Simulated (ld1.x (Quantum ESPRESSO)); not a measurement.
iridium: one change to a TM potential, before and after

```json
{
 "Element": "iridium",
 "Generator": "ld1.x (Quantum ESPRESSO) 7.5",
 "Type": "norm-conserving Troullier–Martins (Kleinman–Bylander form)",
 "Functional": "PBEsol",
 "Relativity": "scalar-relativistic",
 "Frozen core": "[Xe] 4f14",
 "Valence charge": "9",
 "Reference configuration": "5d7 6s1.5 6p0 (charge +0.5)",
 "Partial waves": "6s (bound): rc 1.95 bohr; 6p (bound, empty): rc 3.45 bohr; 5d (bound): rc 2.15 bohr",
 "Local potential": "the d channel",
 "Core correction": "Bessel-smoothed model core, default radius (core density twice the valence density)"
}
```

Change: wave 6s (bound): rc 1.95 bohr becomes 6s (bound): rc 2.98 bohr.

Cutoffs: the cutoffs (Ry, on a coarse ladder) from which the occupation-weighted sum of valence levels, in a spherical-Bessel basis at the reference potential, stays within 10 and 1 mRy of its value at 400 Ry; they do not see the model core or the augmentation charge, which bear on the density cutoff. Errors are all-electron minus pseudo energies relative to the spin-unpolarised reference configuration.

Predict the effect on cutoff, ghosts and configuration errors.

The potential gets softer (40 Ry and 60 Ry → 40 Ry and 45 Ry); both files keep a bound ghost (p, s); of the 6 tests that both files solve, the error grows in 3 and shrinks in 1 by more than 15 % and 0.3 meV (median size 47.5 → 44.4 meV). A larger radius leaves more room for a smooth pseudo-wave, so fewer plane waves are needed.

```tsv
quantity	base	changed
cutoff, loose	40 Ry	40 Ry
cutoff, tight	60 Ry	45 Ry
loose cutoff by channel (10 mRy a level)	s 18 Ry, d 30 Ry	s 6 Ry, d 30 Ry
bound ghosts	s, p	s, p
tests counted (converged, no solver errors)	6 of 7	6 of 7
error for 5d7 6s2 6p0, meV [ΔE -4.06 eV]	+0.3	+0.3
error for 5d7 6s1 6p0, meV [ΔE 5.87 eV]	-3.7	-4.1
error for 5d7 6s0 6p0, meV [ΔE 23.37 eV]	-28	-37
error for 5d5 6s0 6p0, meV [ΔE 97.55 eV]	-389	-477
error for 5d6 6s0 6p0, meV [ΔE 53.94 eV]	-91	-136
error for 5d8 6s0 6p0, meV [ΔE 4.62 eV]	-67	-51
s: phases at 3.76 bohr within 0.05 rad from the reference energy up to (Ry; the scan ends near 5)	1.1	0.9
p: phases at 3.76 bohr within 0.05 rad from the reference energy up to (Ry; the scan ends near 5)	to the end of the scan	to the end of the scan
d: phases at 3.76 bohr within 0.05 rad from the reference energy up to (Ry; the scan ends near 5)	3.9	3.9
```

Base: Tests not counted: 5d6 6s2 6p1 (solver errors, printed error -2.7 eV). These tests converged, but a pseudo level misses the all-electron one widely, so the file describes the atom poorly there or has found another state: 5d7 6s0 6p0: empty 6p by 2.4 eV (a node warning on the way). Changed file: Tests not counted: 5d6 6s2 6p1 (solver errors, printed error +475 meV). These tests converged, but a pseudo level misses the all-electron one widely, so the file describes the atom poorly there or has found another state: 5d7 6s0 6p0: empty 6p by 2.4 eV (a node warning on the way). A true bound ghost makes a file unfit for plane-wave use even where its test errors are small: the radial tests pick states by their node count and pass the ghost by. Where a test does run into it, the solver fails or the error is huge.
